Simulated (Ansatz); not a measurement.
Computed with Ansatz on PBE0-D4/def2-TZVP structures; ΔE is electronic, products minus reactants. CCSD(T)/CBS is the MP2 limit (def2-TZVPP, def2-QZVPP) plus CCSD(T) − MP2 in def2-TZVPP, frozen cores. This one scheme is used for every species, atoms too. Functionals use def2-TZVPP. B3LYP here is the variant with VWN-RPA as its local correlation; programs differ in this. Open shells (•) are unrestricted, without spin–orbit coupling. Spin–orbit coupling would lower the free atoms: a little for C, O, Si. Each species was taken in one conformer, which may not be the lowest.

Consider the atomization: `O=C[SiH]1NCN1` → 2 C• + 6 H• + 2 N• + O• + Si•.

| level | ΔE (eV) | difference from CCSD(T)/CBS |
| --- | --- | --- |
| PBE-D4 | 49.37 | 1.58 |
| r2SCAN-D4 | 47.74 | -0.05 |
| PBE0-D4 | 48.01 | 0.22 |
| B3LYP-D4 | 47.93 | 0.14 |
| ωB97X-V | 48.17 | 0.38 |
| ωB97M-V | 48.12 | 0.33 |
| B2PLYP | 47.33 | -0.46 |
| PBE | 49.09 | 1.30 |
| r2SCAN | 47.67 | -0.12 |
| PBE0 | 47.78 | -0.01 |
| B3LYP | 47.49 | -0.30 |
| HF/def2-TZVPP | 32.11 | -15.68 |
| MP2/def2-TZVPP | 47.29 | -0.50 |
| SCS-MP2/def2-TZVPP | 47.16 | -0.63 |
| CCSD/def2-TZVPP | 45.27 | -2.52 |
| CCSD(T)/def2-TZVPP | 46.19 | -1.60 |
| HF/def2-QZVPP | 32.23 | -15.56 |
| MP2/def2-QZVPP | 48.25 | 0.46 |
| SCS-MP2/def2-QZVPP | 48.25 | 0.46 |
| HF/CBS(def2) | 32.24 | -15.55 |
| MP2/CBS(def2) | 48.88 | 1.09 |
| CCSD/CBS(def2) | 46.86 | -0.93 |
| CCSD(T)/CBS | 47.79 | 0 |

Largest T1 diagnostic among the species: 0.013.

In def2-TZVPP, CCSD(T) changes the Hartree–Fock value by +14.08 eV (the triples alone add +0.93 eV) and MP2 by +15.18 eV; breaking electron pairs costs correlation energy, which Hartree–Fock lacks. The D4 term adds +0.45 eV with B3LYP and +0.23 eV with PBE0; it sums over pairs of atoms, weighted by their polarisabilities, and B3LYP, whose exchange is more repulsive, gets the larger term.

For atomizations the MP2-based limit and the directly extrapolated one differ by several kJ/mol either way, and by 10 to 25 for some Ge, Se and Sn compounds, so smaller differences from it don't rank the levels.
